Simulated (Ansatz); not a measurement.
Geometry optimisation, RKS PBE/def2-SVP in Ansatz 0.2.0.

The input (input.yaml):

```yaml
crystal:
  periodic: [false, false, false]
  atoms:
    - { symbol: Al, position_ang: [0.0, 0.0, 0.0] }
    - { symbol: Cl, position_ang: [0.0, 0.0, 2.23] }
    - { symbol: Cl, position_ang: [1.9312, 0.0, -1.115] }
    - { symbol: Cl, position_ang: [-1.9312, 0.0, -1.115] }
basis:
  gaussian: { orbitals: def2-SVP }
hamiltonian:
  xc: pbe
relax:
  f_tol: 0.02
  max_steps: 40
```

Run as:

```bash
$ ansatz run input.yaml --threads 1 --pin off --max-ram 2048MiB --backend cpu --events-out ev --progress --plain --runs-dir out
```

Where does it end, and by what steps?

It converged. After 3 steps the energy has fallen by 0.414 eV; Cl2 moved furthest, 0.14 Å.

| step | energy less start (eV) | largest force component (eV/Å) | accepted |
| --- | --- | --- | --- |
| 0 | 0.0000 | 1.833 | yes |
| 1 | -0.3979 | 0.422 | yes |
| 2 | -0.4138 | 0.026 | yes |
| 3 | -0.4139 | 0.004 | yes |

```xyz
4
Properties=species:S:1:pos:R:3
Al 0.000 0.000 0.000
Cl 0.000 0.000 2.093
Cl 1.813 0.000 -1.047
Cl -1.813 0.000 -1.047
```

Whether the end is a true minimum wasn't checked by a vibrational analysis.

Time of the run: 7.9 s on 1 thread of Arm Neoverse V1 (shared host), peak memory 0.12 GiB.
